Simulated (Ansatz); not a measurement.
Input file for Cl₂H₄O₄W, SMILES `[OH][W]([OH])([OH])([OH])([Cl])[Cl]`:

```yaml
crystal:
  periodic: [false, false, false]
  atoms:
    - {symbol: O, position_ang: [0.147694, -1.905077, 0.235231]}
    - {symbol: W, position_ang: [0.020340, -0.037517, 0.093536]}
    - {symbol: O, position_ang: [0.943722, 0.450785, 1.623019]}
    - {symbol: O, position_ang: [1.616816, -0.042657, -0.885878]}
    - {symbol: O, position_ang: [-0.946850, 0.057422, -1.506388]}
    - {symbol: Cl, position_ang: [-1.994613, -0.379956, 1.299725]}
    - {symbol: Cl, position_ang: [-0.472616, 2.316895, 0.088146]}
    - {symbol: H, position_ang: [-0.544813, -2.395265, 0.690461]}
    - {symbol: H, position_ang: [1.000026, 1.333562, 2.000239]}
    - {symbol: H, position_ang: [1.638278, -0.242038, -1.827093]}
    - {symbol: H, position_ang: [-1.407983, 0.843837, -1.811008]}
basis:
  gaussian: {orbitals: def2-SVP}
correlation: {method: ccsd_t}
```

```sh
$ ansatz run in.yaml --threads 2 --pin off --events-out ev --progress --plain --max-ram 31744MiB --backend cuda --devices 0, --max-vram 18GiB
```

Log, shortened:

```
Functional definition: HF
1362 factors; integrals over basis functions are off by at most 1.1e-3 eV
mean field evaluation 1: about -35003.6636 eV, gradient 7.7e1 eV
mean field evaluation 2: about -35003.6826 eV, gradient 7.7e1 eV
mean field evaluation 4: about -35014.9240 eV, gradient 7.5e0 eV
mean field evaluation 8: about -35015.0600 eV, gradient 2.4e-1 eV
mean field evaluation 16: about -35015.0179 eV, gradient 2.3e0 eV
mean field -35015.06046842 eV, -1286.7797381540 hartree, gradient 2.6e-6 eV, S^2 0.000000; 0 other end points of the search recorded, 0 dependent functions left out
14 core orbitals not correlated: weight in the atoms' cores, before any rotation towards them, 1.000 or more for the frozen orbitals, at most 0.000 for the correlated occupied ones
reference -35015.06046842 eV, -1286.7797381540 hartree; 28, 28 occupied and 102, 102 virtual orbitals, 1362 factors
second order -38.69407158 eV of doubles, -0.00000000 eV of singles
cycle   1  -36.53326164 eV  change     2.2e0 eV  update   2.8e-1
cycle   2  -37.99482759 eV  change    -1.5e0 eV  update   1.6e-1
cycle   3  -38.35264019 eV  change   -3.6e-1 eV  update   4.5e-2
cycle   4  -38.33971962 eV  change    1.3e-2 eV  update   1.6e-2
cycle   5  -38.32249221 eV  change    1.7e-2 eV  update   6.1e-3
cycle   6  -38.32217606 eV  change    3.2e-4 eV  update   2.6e-3
cycle   7  -38.32285107 eV  change   -6.8e-4 eV  update   1.3e-3
cycle   8  -38.32202996 eV  change    8.2e-4 eV  update   6.2e-4
cycle   9  -38.32225747 eV  change   -2.3e-4 eV  update   2.7e-4
cycle  10  -38.32278160 eV  change   -5.2e-4 eV  update   1.4e-4
cycle  11  -38.32255160 eV  change    2.3e-4 eV  update   6.1e-5
cycle  12  -38.32245356 eV  change    9.8e-5 eV  update   3.0e-5
cycle  13  -38.32250602 eV  change   -5.2e-5 eV  update   1.4e-5
perturbative correction -1.50404772 eV, -0.0552727341 hartree
Total energy: -35054.88702215 eV, -1288.2433370083 hartree
```

Hardware: 2 threads of an AMD EPYC 7R13 on a shared host and a share of an NVIDIA H100 80 GB. Wall time 2.5 s, peak host memory 0.8 GiB.

MP2 recovers 97.2 % of the CCSD(T) correlation energy and the triples give 3.8 %; T1 = 0.0217.
